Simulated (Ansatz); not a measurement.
Geometry optimisation, RKS PBE0-D4/def2-SVP in Ansatz 0.2.0.

The input (input.yaml):

```yaml
crystal:
  periodic: [false, false, false]
  atoms:
    - { symbol: Ga, position_ang: [-0.149611, -0.770764, -0.007091] }
    - { symbol: H, position_ang: [-0.189437, 1.68363, -1.420379] }
    - { symbol: O, position_ang: [-0.61892, -0.768065, -1.724551] }
    - { symbol: O, position_ang: [-1.330971, -0.38364, 1.285156] }
    - { symbol: H, position_ang: [1.720302, 0.155719, 1.179412] }
    - { symbol: F, position_ang: [1.209064, -1.835954, 0.451322] }
    - { symbol: H, position_ang: [0.147681, 1.986574, -0.880495] }
    - { symbol: O, position_ang: [1.04169, 0.741227, 0.803851] }
    - { symbol: H, position_ang: [-0.026877, -1.297009, -2.271506] }
    - { symbol: H, position_ang: [-2.255207, -0.491003, 1.043278] }
    - { symbol: H, position_ang: [0.452385, 0.979284, 1.540903] }
basis:
  gaussian: { orbitals: def2-SVP }
hamiltonian:
  xc: pbe0
  dispersion: d4
relax:
  f_tol: 0.03
  max_steps: 50
output:
  orbitals: {}
```

Launched with:

```bash
$ ansatz run input.yaml --threads 2 --pin off --max-ram 3072MiB --backend cpu --events-out ev --progress --plain --runs-dir out
```

Task: Where does it end, and by what steps?

Result: It converged. The force dipped under the threshold on the way, but the program's further checks kept it going. After 15 steps the energy has fallen by 0.178 eV; H7 moved furthest, 1.41 Å.

```csv
step,energy less start (eV),largest force component (eV/Å),accepted
0,0.0000,1.870,yes
1,-0.1134,0.090,yes
2,-0.1263,0.563,yes
3,-0.1452,0.226,yes
4,-0.1580,0.457,yes
5,-0.1663,0.175,yes
6,-0.1709,0.071,yes
7,-0.1730,0.318,yes
8,-0.1749,0.118,yes
9,-0.1759,0.029,yes
10,-0.1770,0.094,yes
11,-0.1767,0.233,no
12,-0.1776,0.034,yes
13,-0.1778,0.054,yes
14,-0.1779,0.039,yes
15,-0.1780,0.028,yes
```

```xyz
11
Properties=species:S:1:pos:R:3
Ga -0.158 -0.882 0.176
H -0.148 1.830 -2.011
O -0.630 -0.453 -1.489
O -1.314 -0.702 1.534
H 1.783 0.011 1.423
F 1.165 -2.045 0.379
H 0.067 2.546 -2.175
O 1.029 0.540 1.119
H -0.023 -0.796 -2.153
H -2.244 -0.748 1.295
H 0.474 0.699 1.901
```

Run time: 65 s on 2 threads of Arm Neoverse V1, with other jobs on the host, peak memory 0.27 GiB.
